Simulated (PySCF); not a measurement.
A side-by-side comparison of computed properties.

First species: C₅H₉FSe.
Cartesian coordinates in Å at the PBE0-D3(BJ)/def2-SVP level; atoms count from 1:
```
atom  x, y, z in Å
C1    -2.334    0.305   -0.011
C2    -1.078   -0.543   -0.095
C3     0.093    0.055    0.644
F4    -0.251    0.189    1.966
C5     1.458   -0.629    0.505
C6     2.352    0.568    0.159
Se7    0.804    1.765   -0.091
H8    -2.621    0.475    1.037
H9    -2.174    1.289   -0.483
H10   -3.177   -0.178   -0.526
H11   -0.781   -0.698   -1.144
H12   -1.257   -1.542    0.343
H13    1.439   -1.376   -0.303
H14    1.730   -1.144    1.439
H15    2.991    0.912    0.983
H16    2.955    0.455   -0.751
```

Second species: CdH2 (singlet state).
Z-matrix (Å and degrees, PBE0-D3(BJ)/def2-SVP geometry), rows numbered from 1:
```
Cd
H   1  1.6801
H   1  1.6801  2  179.99
```

Levels: CAM-B3LYP/def2-SVPD for dipole moment, HOMO energy, LUMO energy, HOMO–LUMO gap and static isotropic polarisability; TDDFT CAM-B3LYP/def2-SVPD for lowest singlet excitation; PBE0-D3(BJ)/def2-SVP for smallest rotational constant. Geometries: PBE0-D3(BJ)/def2-SVP. Each species is one conformer at its optimised geometry, gas phase (atoms past krypton carry core potentials, spin–orbit coupling is left out). Electronic properties by PySCF.

The conformers computed, where there is a choice (atom-mapped SMILES and torsion angles):
- `[CH3:1][CH2:2][C@@:3]1([F:4])[CH2:5][CH2:6][Se:7]1`: C1–C2–C3–F4 60°

```csv
property,column X,column Y
dipole moment,0.00 D,2.30 D
HOMO energy,-9.14 eV,-7.73 eV
LUMO energy,-0.03 eV,0.30 eV
HOMO–LUMO gap,9.11 eV,8.03 eV
lowest singlet excitation,5.73 eV,4.05 eV
static isotropic polarisability,34.2 au,86.4 au
smallest rotational constant,88.824 GHz,1.192 GHz
```

Question: Which column belongs to which species?

Answer: Column X is the second species and column Y the first. The first has 16 atoms and 82 electrons, the second 3 and 50.

Question: How does each property change from the first species to the second?

Answer: dipole moment -2.30 D; HOMO energy -1.41 eV; LUMO energy -0.33 eV; HOMO–LUMO gap +1.08 eV; lowest singlet excitation +1.68 eV; static isotropic polarisability -52.2 au; smallest rotational constant +87.632 GHz.

On the first: No computed singlet falls in the visible range (750 to 380 nm, 1.65 to 3.26 eV); S1 lies 0.79 eV above its blue end. The principal polarisabilities are 73.0, 89.9 and 96.2 au; their mean is the isotropic value. The calculation is non-relativistic and has no spin–orbit coupling, an omission that weighs most on selenium.

On the second: Point group D∞h forbids a permanent dipole, so the rigid molecule has no electric-dipole pure rotational spectrum. The polarisability is 5.07 Å³ as a volume (1 au = 0.148185 Å³). Atoms past krypton carry effective core potentials; spin–orbit coupling is left out.
